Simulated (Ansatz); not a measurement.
Ansatz (a program for electronic structure) input (B3LYP-D3(BJ)/def2-TZVP):

Ansatz 0.2 input:
```yaml
crystal:
  periodic: [false, false, false]
  atoms:
    - {symbol: Al, position_ang: [-0.00000000, -0.00000000, -0.02370278]}
    - {symbol: O, position_ang: [-0.00000000, -0.00000000, -1.72887262]}
    - {symbol: F, position_ang: [0.00000000, 0.00000000, 1.57101302]}
basis:
  gaussian:
    orbitals: def2-TZVP
hamiltonian:
  xc: b3lyp
  dispersion: d3bj
total_charge: 1
magnetization: {spin_polarized: true, initial_magnetization: 1}
phonons: {temperatures: {t_min: 298.15, t_max: 298.15, t_step: 100}}
```

Output:

```
Functional definition: B3LYP
integrals: 0.02 GiB planned
566 factors; their error is unknown
mean field: 0.30 GiB planned
mean field evaluation 1: about -11338.0253 eV, gradient 7.5e1 eV
mean field evaluation 2: about -11252.4392 eV, gradient 1.6e2 eV
mean field evaluation 4: about -11353.8773 eV, gradient 1.6e1 eV
mean field evaluation 8: about -11354.7285 eV, gradient 9.7e-2 eV
mean field evaluation 16: about -11354.7285 eV, gradient 7.3e-5 eV
mean field -11354.72854792 eV, -417.2785776245 hartree, gradient 7.3e-5 eV, S^2 0.753701; 0 other end points of the search recorded, 0 dependent functions left out
the calculation of the forces begins
reference -11354.72873512 eV, -417.2785845040 hartree; 15, 14 occupied and 84, 85 virtual orbitals, 566 factors
these checks for a lower state are left out or cut short: stability, starts, cluster_reference, orbital_swaps, neighbouring_geometries, increment
integrals: 0.02 GiB planned
566 factors; their error is unknown
mean field: 0.30 GiB planned
mean field -11354.72854301 eV, -417.2785774441 hartree, gradient 8.9e-7 eV, S^2 0.753702; 0 other end points of the search recorded, 0 dependent functions left out
the calculation of the forces begins
reference -11354.72873021 eV, -417.2785843236 hartree; 15, 14 occupied and 84, 85 virtual orbitals, 566 factors
these checks for a lower state are left out or cut short: stability, starts, cluster_reference, orbital_swaps, neighbouring_geometries, increment
integrals: 0.02 GiB planned
566 factors; their error is unknown
mean field: 0.29 GiB planned
mean field -11354.72854301 eV, -417.2785774441 hartree, gradient 8.9e-7 eV, S^2 0.753702; 0 other end points of the search recorded, 0 dependent functions left out
the calculation of the forces begins
reference -11354.72873021 eV, -417.2785843236 hartree; 15, 14 occupied and 84, 85 virtual orbitals, 566 factors
these checks for a lower state are left out or cut short: stability, starts, cluster_reference, orbital_swaps, neighbouring_geometries, increment
integrals: 0.02 GiB planned
566 factors; their error is unknown
mean field: 0.30 GiB planned
mean field evaluation 32: about -11354.7067 eV, gradient 1.1e-1 eV
mean field -11354.72854240 eV, -417.2785774219 hartree, gradient 2.3e-6 eV, S^2 0.753702; 0 other end points of the search recorded, 0 dependent functions left out
the calculation of the forces begins
reference -11354.72872960 eV, -417.2785843014 hartree; 15, 14 occupied and 84, 85 virtual orbitals, 566 factors
these checks for a lower state are left out or cut short: stability, starts, cluster_reference, orbital_swaps, neighbouring_geometries, increment
integrals: 0.02 GiB planned
566 factors; their error is unknown
mean field: 0.30 GiB planned
mean field -11354.72854240 eV, -417.2785774219 hartree, gradient 2.3e-6 eV, S^2 0.753702; 0 other end points of the search recorded, 0 dependent functions left out
the calculation of the forces begins
reference -11354.72872960 eV, -417.2785843014 hartree; 15, 14 occupied and 84, 85 virtual orbitals, 566 factors
these checks for a lower state are left out or cut short: stability, starts, cluster_reference, orbital_swaps, neighbouring_geometries, increment
integrals: 0.02 GiB planned
566 factors; their error is unknown
mean field: 0.30 GiB planned
mean field -11354.72834054 eV, -417.2785700034 hartree, gradient 1.5e-6 eV, S^2 0.753724; 0 other end points of the search recorded, 0 dependent functions left out
the calculation of the forces begins
reference -11354.72852776 eV, -417.2785768836 hartree; 15, 14 occupied and 84, 85 virtual orbitals, 566 factors
these checks for a lower state are left out or cut short: stability, starts, cluster_reference, orbital_swaps, neighbouring_geometries, increment
integrals: 0.02 GiB planned
566 factors; their error is unknown
mean field: 0.30 GiB planned
mean field -11354.72834166 eV, -417.2785700449 hartree, gradient 1.5e-6 eV, S^2 0.753680; 0 other end points of the search recorded, 0 dependent functions left out
the calculation of the forces begins
reference -11354.72852885 eV, -417.2785769237 hartree; 15, 14 occupied and 84, 85 virtual orbitals, 566 factors
these checks for a lower state are left out or cut short: stability, starts, cluster_reference, orbital_swaps, neighbouring_geometries, increment
integrals: 0.02 GiB planned
566 factors; their error is unknown
mean field: 0.29 GiB planned
mean field evaluation 64: about -11354.7285 eV, gradient 2.2e-6 eV
mean field -11354.72854677 eV, -417.2785775825 hartree, gradient 2.2e-6 eV, S^2 0.753702; 0 other end points of the search recorded, 0 dependent functions left out
the calculation of the forces begins
reference -11354.72873398 eV, -417.2785844620 hartree; 15, 14 occupied and 84, 85 virtual orbitals, 566 factors
these checks for a lower state are left out or cut short: stability, starts, cluster_reference, orbital_swaps, neighbouring_geometries, increment
integrals: 0.02 GiB planned
566 factors; their error is unknown
mean field: 0.29 GiB planned
mean field -11354.72854677 eV, -417.2785775825 hartree, gradient 2.2e-6 eV, S^2 0.753702; 0 other end points of the search recorded, 0 dependent functions left out
the calculation of the forces begins
reference -11354.72873398 eV, -417.2785844620 hartree; 15, 14 occupied and 84, 85 virtual orbitals, 566 factors
these checks for a lower state are left out or cut short: stability, starts, cluster_reference, orbital_swaps, neighbouring_geometries, increment
integrals: 0.02 GiB planned
566 factors; their error is unknown
mean field: 0.30 GiB planned
mean field -11354.72854663 eV, -417.2785775773 hartree, gradient 1.6e-6 eV, S^2 0.753702; 0 other end points of the search recorded, 0 dependent functions left out
the calculation of the forces begins
reference -11354.72873383 eV, -417.2785844568 hartree; 15, 14 occupied and 84, 85 virtual orbitals, 566 factors
these checks for a lower state are left out or cut short: stability, starts, cluster_reference, orbital_swaps, neighbouring_geometries, increment
integrals: 0.02 GiB planned
566 factors; their error is unknown
mean field: 0.30 GiB planned
mean field -11354.72854663 eV, -417.2785775773 hartree, gradient 1.6e-6 eV, S^2 0.753702; 0 other end points of the search recorded, 0 dependent functions left out
the calculation of the forces begins
reference -11354.72873383 eV, -417.2785844568 hartree; 15, 14 occupied and 84, 85 virtual orbitals, 566 factors
these checks for a lower state are left out or cut short: stability, starts, cluster_reference, orbital_swaps, neighbouring_geometries, increment
integrals: 0.02 GiB planned
566 factors; their error is unknown
mean field: 0.30 GiB planned
mean field -11354.72844766 eV, -417.2785739403 hartree, gradient 2.7e-6 eV, S^2 0.753677; 0 other end points of the search recorded, 0 dependent functions left out
the calculation of the forces begins
reference -11354.72863485 eV, -417.2785808191 hartree; 15, 14 occupied and 84, 85 virtual orbitals, 566 factors
these checks for a lower state are left out or cut short: stability, starts, cluster_reference, orbital_swaps, neighbouring_geometries, increment
integrals: 0.02 GiB planned
566 factors; their error is unknown
mean field: 0.30 GiB planned
mean field evaluation 96: about -11354.7284 eV, gradient 8.3e-2 eV
mean field -11354.72847431 eV, -417.2785749195 hartree, gradient 2.2e-6 eV, S^2 0.753727; 0 other end points of the search recorded, 0 dependent functions left out
the calculation of the forces begins
reference -11354.72866153 eV, -417.2785817997 hartree; 15, 14 occupied and 84, 85 virtual orbitals, 566 factors
these checks for a lower state are left out or cut short: stability, starts, cluster_reference, orbital_swaps, neighbouring_geometries, increment
integrals: 0.02 GiB planned
566 factors; their error is unknown
mean field: 0.29 GiB planned
mean field -11354.72854661 eV, -417.2785775765 hartree, gradient 1.3e-6 eV, S^2 0.753702; 0 other end points of the search recorded, 0 dependent functions left out
the calculation of the forces begins
reference -11354.72873381 eV, -417.2785844560 hartree; 15, 14 occupied and 84, 85 virtual orbitals, 566 factors
these checks for a lower state are left out or cut short: stability, starts, cluster_reference, orbital_swaps, neighbouring_geometries, increment
integrals: 0.02 GiB planned
566 factors; their error is unknown
mean field: 0.30 GiB planned
mean field -11354.72854661 eV, -417.2785775765 hartree, gradient 1.3e-6 eV, S^2 0.753702; 0 other end points of the search recorded, 0 dependent functions left out
the calculation of the forces begins
reference -11354.72873381 eV, -417.2785844560 hartree; 15, 14 occupied and 84, 85 virtual orbitals, 566 factors
these checks for a lower state are left out or cut short: stability, starts, cluster_reference, orbital_swaps, neighbouring_geometries, increment
integrals: 0.02 GiB planned
566 factors; their error is unknown
mean field: 0.30 GiB planned
mean field -11354.72854645 eV, -417.2785775706 hartree, gradient 1.2e-6 eV, S^2 0.753702; 0 other end points of the search recorded, 0 dependent functions left out
the calculation of the forces begins
reference -11354.72873365 eV, -417.2785844501 hartree; 15, 14 occupied and 84, 85 virtual orbitals, 566 factors
these checks for a lower state are left out or cut short: stability, starts, cluster_reference, orbital_swaps, neighbouring_geometries, increment
integrals: 0.02 GiB planned
566 factors; their error is unknown
mean field: 0.29 GiB planned
mean field evaluation 128: about -11354.7285 eV, gradient 1.2e-6 eV
mean field -11354.72854645 eV, -417.2785775706 hartree, gradient 1.2e-6 eV, S^2 0.753702; 0 other end points of the search recorded, 0 dependent functions left out
the calculation of the forces begins
reference -11354.72873365 eV, -417.2785844501 hartree; 15, 14 occupied and 84, 85 virtual orbitals, 566 factors
these checks for a lower state are left out or cut short: stability, starts, cluster_reference, orbital_swaps, neighbouring_geometries, increment
integrals: 0.02 GiB planned
566 factors; their error is unknown
mean field: 0.30 GiB planned
mean field -11354.72844060 eV, -417.2785736805 hartree, gradient 2.7e-6 eV, S^2 0.753705; 0 other end points of the search recorded, 0 dependent functions left out
the calculation of the forces begins
reference -11354.72862780 eV, -417.2785805601 hartree; 15, 14 occupied and 84, 85 virtual orbitals, 566 factors
these checks for a lower state are left out or cut short: stability, starts, cluster_reference, orbital_swaps, neighbouring_geometries, increment
integrals: 0.02 GiB planned
566 factors; their error is unknown
mean field: 0.30 GiB planned
mean field -11354.72841283 eV, -417.2785726600 hartree, gradient 1.2e-6 eV, S^2 0.753699; 0 other end points of the search recorded, 0 dependent functions left out
the calculation of the forces begins
reference -11354.72860003 eV, -417.2785795395 hartree; 15, 14 occupied and 84, 85 virtual orbitals, 566 factors
Total energy: -11354.78415534 eV, -417.2806211597 hartree
Atom 0 at    -0.000000    -0.000000    -0.023703 Å, force     0.000000     0.000000    -0.000261 eV/Å
Atom 1 at    -0.000000    -0.000000    -1.728873 Å, force    -0.000000    -0.000000     0.000202 eV/Å
Atom 2 at     0.000000     0.000000     1.571013 Å, force    -0.000000     0.000000     0.000058 eV/Å
Dipole moment:     0.000000    -0.000000    -0.121095 e Å
Vibrations: 167.57 177.57 712.65 1089.55 cm⁻¹, zero-point energy 0.133118 eV
```
